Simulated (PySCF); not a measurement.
GaH5OP2, SMILES [PH2][Ga]([PH2])[OH].

Geometry: PBE-D3(BJ)/def2-SVP. The structure was generated by enumeration; whether it is a known compound was not checked. One conformer was computed; it need not be the lowest.

Computed with PBE-D3(BJ)/def2-SVP (PySCF 2.14.0).

Frequencies are harmonic and unscaled.

Computed normal modes with their intensities:
```json
[
 {"mode": "1", "ν (cm⁻¹)": "65", "IR (km/mol)": "2.2", "moving atoms (share of kinetic energy)": "H 89 %, P 9 %"},
 {"mode": "2", "ν (cm⁻¹)": "80", "IR (km/mol)": "4.4", "moving atoms (share of kinetic energy)": "P 51 %, H 29 %, Ga 16 %"},
 {"mode": "3", "ν (cm⁻¹)": "95", "IR (km/mol)": "1.1", "moving atoms (share of kinetic energy)": "H 75 %, P 13 %, Ga 10 %"},
 {"mode": "4", "ν (cm⁻¹)": "121", "IR (km/mol)": "5.6", "moving atoms (share of kinetic energy)": "Ga 44 %, O 28 %, P 16 %, H 13 %"},
 {"mode": "5", "ν (cm⁻¹)": "152", "IR (km/mol)": "13.9", "moving atoms (share of kinetic energy)": "O 61 %, P 17 %, H 12 %, Ga 9 %"},
 {"mode": "6", "ν (cm⁻¹)": "293", "IR (km/mol)": "1.4", "moving atoms (share of kinetic energy)": "P 82 %, Ga 10 %"},
 {"mode": "7", "ν (cm⁻¹)": "353", "IR (km/mol)": "90.9", "moving atoms (share of kinetic energy)": "H 91 %"},
 {"mode": "8", "ν (cm⁻¹)": "364", "IR (km/mol)": "35.3", "moving atoms (share of kinetic energy)": "P 52 %, Ga 42 %"},
 {"mode": "9", "ν (cm⁻¹)": "525", "IR (km/mol)": "1.3", "moving atoms (share of kinetic energy)": "H 92 %, P 8 %"},
 {"mode": "10", "ν (cm⁻¹)": "576", "IR (km/mol)": "2.8", "moving atoms (share of kinetic energy)": "H 89 %"},
 {"mode": "11", "ν (cm⁻¹)": "598", "IR (km/mol)": "4.6", "moving atoms (share of kinetic energy)": "H 96 %"},
 {"mode": "12", "ν (cm⁻¹)": "643", "IR (km/mol)": "16.8", "moving atoms (share of kinetic energy)": "H 84 %, O 13 %"},
 {"mode": "13", "ν (cm⁻¹)": "662", "IR (km/mol)": "71.7", "moving atoms (share of kinetic energy)": "O 67 %, Ga 20 %, H 12 %"},
 {"mode": "14", "ν (cm⁻¹)": "780", "IR (km/mol)": "99.0", "moving atoms (share of kinetic energy)": "H 91 %"},
 {"mode": "15", "ν (cm⁻¹)": "1043", "IR (km/mol)": "13.4", "moving atoms (share of kinetic energy)": "H 97 %"},
 {"mode": "16", "ν (cm⁻¹)": "1050", "IR (km/mol)": "19.2", "moving atoms (share of kinetic energy)": "H 97 %"},
 {"mode": "17", "ν (cm⁻¹)": "2309", "IR (km/mol)": "26.3", "moving atoms (share of kinetic energy)": "H 97 %"},
 {"mode": "18", "ν (cm⁻¹)": "2314", "IR (km/mol)": "31.0", "moving atoms (share of kinetic energy)": "H 97 %"},
 {"mode": "19", "ν (cm⁻¹)": "2330", "IR (km/mol)": "37.6", "moving atoms (share of kinetic energy)": "H 97 %"},
 {"mode": "20", "ν (cm⁻¹)": "2335", "IR (km/mol)": "40.1", "moving atoms (share of kinetic energy)": "H 97 %"},
 {"mode": "21", "ν (cm⁻¹)": "3735", "IR (km/mol)": "47.9", "moving atoms (share of kinetic energy)": "H 94 %"}
]
```
